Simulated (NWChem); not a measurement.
CH5Cl2NSi; SMILES NC[SiH](Cl)Cl

```xyz
10

N     -1.0278     2.5074    -0.0249
C     -1.3063     1.1032    -0.3645
Si    -0.1107    -0.1338     0.4248
Cl     1.8170     0.2836    -0.2393
Cl    -0.6026    -2.0969    -0.0472
H     -1.0747     2.6587     0.9811
H     -0.0909     2.7716    -0.3239
H     -1.2925     0.9921    -1.4551
H     -2.3294     0.8590    -0.0507
H     -0.0753    -0.0156     1.9003
```
Atoms are numbered in this order, from 1.

Level: B3LYP/6-31G* (spherical d) (NWChem), optimised geometry, unscaled harmonic frequencies. 

```
frequency (cm⁻¹)  IR intensity (km/mol)
----------------  ---------------------
79                                  0.8
115                                 3.4
169                                 4.2
216                                23.8
294                                 3.6
329                                45.4
492                                49.1
561                               138.8
680                                 4.0
724                                95.2
817                               143.5
858                               153.4
881                               219.7
1078                               10.9
1105                               17.6
1300                                3.6
1392                                0.6
1473                                6.3
1700                               26.3
2283                              117.0
3051                               10.0
3101                                6.5
3478                                1.0
3568                                1.3
```

| Quantity | Result |
|---|---|
| zero-point energy | 42.5 kcal/mol |
| thermal correction to the enthalpy at 298.15 K (with zero-point energy) | 47.6 kcal/mol |
| heat capacity Cv | 23.5 cal/(mol K) |
| entropy at 298.15 K and 1 atm (symmetry number 1) | 85.7 cal/(mol K) |
| dipole moment | 1.89 D |

Rigid rotor and harmonic oscillator; modes under 100 cm⁻¹ make the entropy uncertain.
